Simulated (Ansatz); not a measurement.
Input file for Ansatz (a first-principles code): R-PBE/def2-TZVPP on CH6GeO (SMILES C[O][GeH3]), a point of a torsion scan.

Ansatz 0.2 input:
```yaml
crystal:
  periodic: [false, false, false]
  atoms:
    - {symbol: C, position_ang: [1.31206716, -0.11237475, 0.17333842]}
    - {symbol: O, position_ang: [0.74793925, 0.17370811, -1.08879578]}
    - {symbol: Ge, position_ang: [0.06352151, -0.97708051, -2.21284919]}
    - {symbol: H, position_ang: [1.61027257, -1.15871130, 0.27276618]}
    - {symbol: H, position_ang: [2.19086952, 0.52204032, 0.30082037]}
    - {symbol: H, position_ang: [0.59264056, 0.11675532, 0.96357203]}
    - {symbol: H, position_ang: [1.05078985, -2.08721773, -2.45557163]}
    - {symbol: H, position_ang: [-0.15669446, -0.09277243, -3.38638881]}
    - {symbol: H, position_ang: [-1.21298170, -1.56565487, -1.67133121]}
basis:
  gaussian:
    orbitals: def2-TZVPP
hamiltonian:
  xc: {name: PBE}
scf: {lower_state_search: off}
```

Program output:

```
WARN ansatz: RAYON_NUM_THREADS=1 ignored (pool sized by the plan → 1); use --threads N
Functional definition: PBE
these checks for a lower state are left out or cut short: stability, starts, cluster_reference, orbital_swaps, neighbouring_geometries, increment
integrals: 0.10 GiB planned
1043 factors; their error is unknown
mean field: 0.73 GiB planned
mean field evaluation 1: about -59680.3301 eV, gradient 6.7e1 eV
mean field evaluation 2: about -59633.1662 eV, gradient 1.6e2 eV
mean field evaluation 4: about -59688.2937 eV, gradient 1.4e1 eV
mean field evaluation 8: about -59688.6105 eV, gradient 3.8e-1 eV
mean field evaluation 16: about -59688.6107 eV, gradient 1.3e-5 eV
mean field -59688.61065140 eV, -2193.5159830455 hartree, gradient 1.8e-6 eV, S^2 0.000000; 0 other end points of the search recorded, 0 dependent functions left out
reference -59688.61069284 eV, -2193.5159845684 hartree; 26, 26 occupied and 168, 168 virtual orbitals, 1043 factors
Total energy: -59688.61069284 eV, -2193.5159845684 hartree
Checks for a lower state left out: stability, starts, cluster_reference, orbital_swaps, neighbouring_geometries, increment
```

The run converged.

Cost: around 3 core-seconds (rough).
